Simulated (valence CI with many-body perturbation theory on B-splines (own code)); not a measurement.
Basis-set convergence for Xe3+

Level of theory: relativistic CI+MBPT: five valence electrons over a frozen Dirac-Fock core [Kr] 4d10, a basis of 9 s, 9 p, 8 d, 6 f, 3 g, 1 h functions for each j, with the one-electron correlation potential Σ1, the two-electron term Σ2, the three-electron term Σ3, Breit, model QED; selected CI, second order for the rest, scaled by the run's own slope (own B-spline code, finite nucleus).

Set against measurement, 31 paired levels are off by 163 cm⁻¹ on average, the worst by 421. These come from a selection out of Saloman, J. Phys. Chem. Ref. Data 33, 765 (2004). Levels without a partner in it may be off by more. Among the levels kept, up to 1800 cm⁻¹ of a level comes from second order outside the variational space, and about a tenth of that is noise between levels of different J, which matters for small intervals. 3 measured levels below the end of the list, from 133027 cm⁻¹ on, found no clear computed partner, and computed levels of the same name lie up to 507 cm⁻¹ from them.

The reference run has the lowest level 5s2 5p3 4S°_3/2 and an ionisation energy of 42.3532 eV. Its largest variational space holds 20000 state functions.

Names give the largest LS component (configuration and term), which can be under half, so a name can repeat, a term be missing and a line seem to break the LS rules; names also repeat where a configuration has a term twice. Letters in brackets count levels of one name in rising energy.

Changed runs:
A. basis 6 s, 6 p, 5 d, 3 f, 1 g
B. basis 5 s, 5 p, 4 d, 2 f

Excitation energies of the reference run in cm⁻¹, and shifts in cm⁻¹:

| Level | Reference | A | B |
| --- | --- | --- | --- |
| 5s2 5p3 2D°_3/2 | 13339 | +103 | +376 |
| 5s2 5p3 2D°_5/2 | 17581 | +114 | +394 |
| 5s2 5p3 2P°_1/2 | 28150 | +143 | +593 |
| 5s2 5p3 2P°_3/2 | 35715 | +127 | +513 |
| 5s 5p4 4P_5/2 | 99348 | -13 | +23 |
| 5s 5p4 4P_3/2 | 106581 | -12 | +12 |
| 5s 5p4 4P_1/2 | 108912 | +2.6 | +45 |
| 5s 5p4 2D_3/2 | 121751 | +92 | +369 |
| 5s 5p4 2D_5/2 | 125276 | +92 | +366 |
| 5s2 5p2 5d 4F_3/2 [a] | 132949 | +124 | +555 |
| 5s2 5p2 5d 4F_3/2 [b] | 134905 | +97 | +488 |
| 5s2 5p2 5d 4F_5/2 | 136420 | +140 | +641 |
| Ionisation energy (eV) | 42.3532 | -0.0175 | -0.0600 |
